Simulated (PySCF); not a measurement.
CH3AlF2 (SMILES [CH3][Al]([F])[F]), singlet, geometry from GFN2-xTB (such geometries of metal compounds can be far from the true shape).

Here is a job for PySCF.
```python
from pyscf import gto, scf, dft, tdscf

mol = gto.Mole()
mol.atom = '''
    Al    0.05217664    0.03971824    0.00262678
    C    -1.51431290   -1.15692451   -0.07214902
    H    -1.31798944   -2.02576176   -0.70046119
    H    -2.37984762   -0.63162288   -0.47364911
    H    -1.76906034   -1.53577396    0.91759081
    F     0.01953971    1.60538795   -0.51689114
    F     1.52206902   -0.42556922    0.58969842
'''
mol.basis = '6-31g'
mol.verbose = 3
mol.build()

mf = dft.RKS(mol)
mf.xc = 'wb97x'
mf.kernel()
td = mf.TDA()
td.nstates = 2
td.kernel()
td.analyze()
```

Give the total energy at the level WB97X/6-31G, TDA (PySCF).

-482.0305 Eh

Give the dipole moment at the level WB97X/6-31G, TDA.

2.97 D

What is the computed number of basis functions (WB97X/6-31G, TDA)?

46

Give the excitation energies found at the level WB97X/6-31G, TDA.

7.94, 8.43 eV

Give the nuclear repulsion energy at the level WB97X/6-31G, TDA.

154.8924 Eh

Roughly what does it cost on one core?

around 40 core-seconds (rough).
